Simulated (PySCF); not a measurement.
# Computed properties of CH2FNO2Si, SMILES F[Si@H](O)OC#N

CH₂FNO₂Si, SMILES N#CO[Si@@H](O)F. Geometry optimised at B3LYP-D3(BJ)/def2-SVP. The structure was generated by enumeration; whether it is a known compound was not checked. The values are those of a single conformer. All values are computed for the isolated molecule unless a solvent is named; none is compared with measurement here.

**Structure.** All 18 harmonic modes at B3LYP-D3(BJ)/def2-SVP (PySCF) are real, so it is a minimum. With heavy atoms numbered as in [N:1]#[C:2][O:3][Si@@H:4]([OH:5])[F:6], the shortest bond between them is N1–C2 at 1.162 Å and the longest O3–Si4 at 1.702 Å.

**Vibrations.** The strongest infrared lines (harmonic, unscaled, degenerate partners summed) lie at 1219 cm⁻¹ (264 km/mol, O 66 %, N 28 %), 2411 cm⁻¹ (248 km/mol, C 64 %, N 31 %), 1018 cm⁻¹ (197 km/mol, Si 49 %, O 32 %, F 12 %). The softest mode is at 36 cm⁻¹ and the zero-point energy is 24.7 kcal/mol.

**Electronic structure.** B3LYP/def2-TZVP (PySCF) places the frontier levels at -8.70 and -0.46 eV, a gap of 8.24 eV, and gives a dipole moment of 4.59 D and a mean polarisability of 43.8 bohr³. PBE/def2-TZVP (PySCF) at the same geometry gives -7.50 and -1.03 eV, so its gap is 1.77 eV narrower. An orbital gap is neither the optical nor the fundamental gap.

**Excitations.** TDDFT-PBE0/def2-SVPD (PySCF) has S1 at 7.46 eV (166 nm, f = 0.005, weak); the most intense of the 10 singlets computed lies at 9.01 eV (f = 0.04). T1 (TDA) is at 6.54 eV. TDDFT-PBE/def2-SVPD (PySCF) puts S1 at 6.34 eV. No vertical singlet excitation falls in the visible range (under 3.1 eV).

**NMR.** GIAO shifts at HF/pcSseg-1 (PySCF) (non-relativistic, atoms alike by connectivity averaged): ¹³C at 119.6 ppm against TMS; ¹H from 3.6 to 4.4 ppm against TMS; ²⁹Si at -64.4 ppm against TMS; ¹⁹F at -112.3 ppm against CFCl3.

**Solvation.** SMD-ωB97X/6-31G* (PySCF) gives -6.1 kcal/mol in water, -7.0 kcal/mol in acetone, -7.3 kcal/mol in methanol (1 M in both phases, gas-phase geometry); of these solvents methanol holds the molecule best.
